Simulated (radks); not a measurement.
Results of a calculation; reference values are marked as such.
Ionisation of Pb+, [Hg] 6p1, to Pb2+, [Hg], under several functionals. Scalar-relativistic Kohn-Sham, spin-polarised, spherical densities, finite nucleus; open shells are filled with parallel spins first (spin-orbit coupling, left out, can overturn this in heavy ions); a radial shooting solver on a logarithmic mesh with Libxc functionals.

functional	E(Pb+) (hartree)	Exc (hartree)	IE (eV)	-e(HOMO) (eV)	<r> HOMO (bohr)	IE error (eV)
SCAN	-20879.0185	-387.6980	13.764	10.363	2.971	-1.268
TASK exchange with Perdew-Wang LDA correlation	-20876.1102	-383.8238	13.066	10.209	2.884	-1.967
SOGGA	-20869.6066	-379.9160	13.544	10.138	2.990	-1.489
OLYP	-20883.0583	-393.6199	13.354	9.919	3.004	-1.678
LDA (Slater exchange, Perdew-Zunger correlation)	-20864.6313	-374.9708	13.910	10.410	2.977	-1.122
revPBE	-20876.2393	-386.5443	13.530	10.121	3.004	-1.503
exchange-only LDA	-20856.0617	-366.3186	12.929	9.544	3.049	-2.104
HCTH/407	-20887.5424	-398.2900	13.615	10.206	2.956	-1.417

NIST Atomic Spectra Database: 15.032 eV (measured). Closest: LDA (Slater exchange, Perdew-Zunger correlation). The Delta-SCF values span 0.98 eV, the total energies 31.48 hartree. The highest occupied level is 6p. Open shells are spherical and high-spin; term and fine-structure splittings are not resolved. Spin-orbit splitting is averaged out at the scalar-relativistic level.
